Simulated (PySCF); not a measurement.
Compound: C₈H₁₂BN.
Atom-mapped SMILES: `[BH2:1][c:2]1[cH:3][cH:4][c:5]([N:6]([CH3:7])[CH3:8])[cH:9][cH:10]1` (hydrogens: H11, H12 on B1; H13 on C3; H14 on C4; H15, H16, H17 on C7; H18, H19, H20 on C8; H21 on C9; H22 on C10)

The calculation used PBE0-D3(BJ)/def2-SVP geometry optimisation, gas phase in PySCF.

(1) What internal coordinates does the optimisation give?

Answers

(1) 
```json
{"bond": "B1–C2", "length (Å)": "1.524"}
{"bond": "C2–C3, C2–C10", "length (Å)": "1.413"}
{"bond": "C3–C4, C9–C10", "length (Å)": "1.382"}
{"bond": "C4–C5, C5–C9", "length (Å)": "1.418"}
{"bond": "C5–N6", "length (Å)": "1.366"}
{"bond": "N6–C7, N6–C8", "length (Å)": "1.441"}
{"bond": "B1–H11, B1–H12", "length (Å)": "1.213"}
{"bond": "C3–H13, C10–H22", "length (Å)": "1.094"}
{"bond": "C4–H14, C9–H21", "length (Å)": "1.090"}
{"bond": "C7–H15 and 5 like bonds", "length (Å)": "1.102"}
```

Bonds in one row agree within 0.01 Å and their mean is given. A selection of angles:
```json
{"angle": "B1–C2–C3", "degrees": "122.0"}
{"angle": "C3–C2–C10", "degrees": "115.9"}
{"angle": "C2–C3–C4", "degrees": "122.6"}
{"angle": "C3–C4–C5", "degrees": "120.6"}
{"angle": "C4–C5–N6", "degrees": "121.2"}
{"angle": "C4–C5–C9", "degrees": "117.7"}
{"angle": "C5–N6–C7", "degrees": "120.2"}
{"angle": "C7–N6–C8", "degrees": "119.7"}
```

Dihedral angles: C4–C5–N6–C7 180° (antiperiplanar).

B1 (three-coordinate boron) is planar (angles 120.5°, 120.4° and 119.1°, sum 360.0°, 0.00 Å off the plane of its three neighbours). The 3 C–N bonds span 1.366 Å (C5–N6, drawn single) to 1.441 Å (N6–C7, drawn single), a spread of 0.075 Å. Of the pairs four or more bonds apart, C8···H14 is among the closest relative to their van der Waals radii: 2.48 Å, 86 % of the sum of Bondi's values. The 10 heavy atoms lie in one plane (0.001 Å rms). The C–C distances run from 1.382 Å (C9–C10, aromatic) to 1.418 Å (C4–C5, aromatic), a spread of 0.036 Å. N6 (aniline-type nitrogen) is planar (angles 120.2°, 120.1° and 119.7°, sum 360.0°, 0.00 Å off the plane of its three neighbours). The 6-membered ring C2–C3–C4–C5–C9–C10 has internal angles of 115.9° to 122.7°; it is planar, 0.00 Å rms from its mean plane, widest ring torsion 0°.

Point group: C2v (every atom within 0.08 Å of its image). Whether it is a minimum is left open (no frequencies).
